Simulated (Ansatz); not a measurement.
Molecule: dichloro-bis(sulfanyl)silane, sum formula SiH$_{2}$S$_{2}$Cl$_{2}$ (charge 0, singlet). SMILES: S[Si](S)(Cl)Cl
Geometry from a B3LYP-D3(BJ)/def2-TZVP (Ansatz, a quantum-chemistry and plane-wave program) optimisation:
```
Si
Cl 1 2.0503
Cl 1 2.0561 2 107.41
S 1 2.1199 2 105.31 3 -120.88
H 4 1.3459 1 93.50 2 179.38
S 1 2.1232 2 113.05 3 120.65
H 6 1.3457 1 94.50 2 -78.77
```

Computed values are from Ansatz. Valence correlation only, unless marked. UHF or UKS for open shells. No spin-orbit coupling. No relativistic terms. CBS marks a two-point X^-3 extrapolation of the correlation energy; Hartree-Fock from the larger set (for Q and 5 zeta extrapolated as (X+1)exp(-9√X)). [CCSD(T)-MP2]/basis is that difference in the basis named.

Problem. What is the total energy at CCSD(T)/CBS(cc-pV(Q+d)Z,cc-pV(5+d)Z)?

Solution. -2005.5441 Eh.

Problem. What is the T1 diagnostic at CCSD/cc-pV(5+d)Z?

Solution. 0.011.

Problem. What is the vertical ionisation energy (to the doublet) at RI-MP2/CBS(aug-cc-pV(T+d)Z,aug-cc-pV(Q+d)Z)+[CCSD(T)-MP2]/aug-cc-pV(T+d)Z?

Solution. 10.45 eV.

Problem. What is the vertical triplet-singlet gap at RI-MP2/CBS(aug-cc-pV(T+d)Z,aug-cc-pV(Q+d)Z)+[CCSD(T)-MP2]/aug-cc-pV(T+d)Z?

Solution. 5.87 eV.

Problem. What is the dipole moment at CCSD(T)/aug-cc-pV(D+d)Z?

Solution. 1.23 D.
